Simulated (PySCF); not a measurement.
FH6NOSi2, SMILES O[SiH2]N[SiH2]F.

Geometry: B3LYP-D3(BJ)/def2-SVP. This is a generated structure with no PubChem entry under its InChIKey; it may be hypothetical. Other conformers were not sampled.

Calculation: B3LYP-D3(BJ)/def2-SVP run with PySCF 2.14.0.

Frequencies are harmonic and unscaled.

```tsv
mode	ν (cm⁻¹)	IR (km/mol)	Raman (Å⁴/amu)	depolarisation	moving atoms (share of kinetic energy)
1	43	2.5	0.1	0.55	F 44 %, O 27 %, N 16 %, H 9 %
2	57	3.3	0.3	0.73	H 31 %, Si 28 %, O 23 %, F 17 %
3	200	5.8	0.5	0.36	Si 37 %, H 32 %, N 25 %
4	227	22.4	4.3	0.73	H 50 %, Si 23 %, O 14 %
5	303	46.3	2.2	0.74	H 28 %, F 24 %, Si 24 %, N 18 %
6	330	83.7	1.3	0.56	H 53 %, O 24 %, N 12 %
7	489	86.5	4.0	0.46	H 63 %, N 29 %
8	591	29.2	2.1	0.64	H 78 %, Si 19 %
9	596	43.0	11.5	0.34	H 45 %, Si 41 %, N 10 %
10	740	71.4	10.8	0.41	H 75 %, N 12 %, Si 11 %
11	786	63.1	5.7	0.67	H 86 %
12	827	144.4	7.6	0.33	H 49 %, O 29 %, Si 12 %, N 9 %
13	846	17.6	6.7	0.73	H 34 %, F 33 %, Si 18 %, O 9 %
14	864	113.9	6.1	0.72	H 51 %, F 20 %, Si 14 %, N 12 %
15	903	18.9	10.9	0.73	H 54 %, O 25 %, Si 17 %
16	923	473.1	16.1	0.75	H 85 %, Si 12 %
17	950	89.7	4.7	0.75	H 53 %, N 25 %, Si 18 %
18	962	90.9	7.4	0.65	H 87 %, Si 11 %
19	963	43.9	4.2	0.54	H 77 %, N 14 %, Si 8 %
20	989	276.9	8.0	0.74	H 66 %, Si 25 %
21	1203	249.3	1.6	0.72	H 65 %, N 31 %
22	2232	90.4	64.4	0.18	H 97 %
23	2264	126.2	134.3	0.24	H 97 %
24	2275	122.0	159.5	0.15	H 97 %
25	2280	137.2	81.6	0.32	H 96 %
26	3558	38.3	85.9	0.25	H 93 %
27	3863	78.5	82.3	0.27	H 94 %
```
